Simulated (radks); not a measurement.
Results of a calculation; reference values are marked as such.
Orbital eigenvalues (eV) of neutral erbium, [Xe] 4f12 6s2, at several levels of relativity; Dirac values are averaged over j with weights 2j + 1. Spin-unpolarised spherical Kohn-Sham, PBE, point nucleus unless stated (finite: rms radius 5.2516 fm), a radial shooting solver on a logarithmic mesh with Libxc functionals. A level marked "c x" has the speed of light scaled by that factor and shares open shells by 2j + 1; other Dirac levels either fill j = l - 1/2 first or share by 2j + 1.

| shell | non-rel. | scalar-rel., finite nucleus | Dirac, 2j+1 shares | Dirac, c x 100 | change of magnitude, last against first (%) |
|---|---|---|---|---|---|
| 3s | -1914.7 | -2159.3 | -2155.9 | -1914.7 | 0.00 |
| 3p | -1737.2 | -1820.8 | -1826.6 | -1737.2 | 0.00 |
| 3d | -1406.4 | -1396.9 | -1394.1 | -1406.4 | 0.00 |
| 4s | -366.29 | -425.90 | -425.25 | -366.29 | 0.00 |
| 4p | -295.01 | -314.57 | -316.13 | -295.01 | 0.00 |
| 4d | -166.86 | -165.36 | -165.04 | -166.86 | 0.00 |
| 5s | -43.855 | -51.848 | -51.767 | -43.855 | 0.00 |
| 5p | -25.304 | -26.388 | -26.633 | -25.304 | 0.00 |
| 4f | -7.3420 | -3.1416 | -3.1256 | -7.3416 | -0.01 |
| 6s | -3.5498 | -3.8315 | -3.8338 | -3.5498 | 0.00 |
| 5d (empty) | -1.6492 | -0.91645 | -0.92382 | -1.6491 | 0.00 |
| 6p (empty) | -1.3237 | -1.1343 | -1.1471 | -1.3237 | 0.00 |
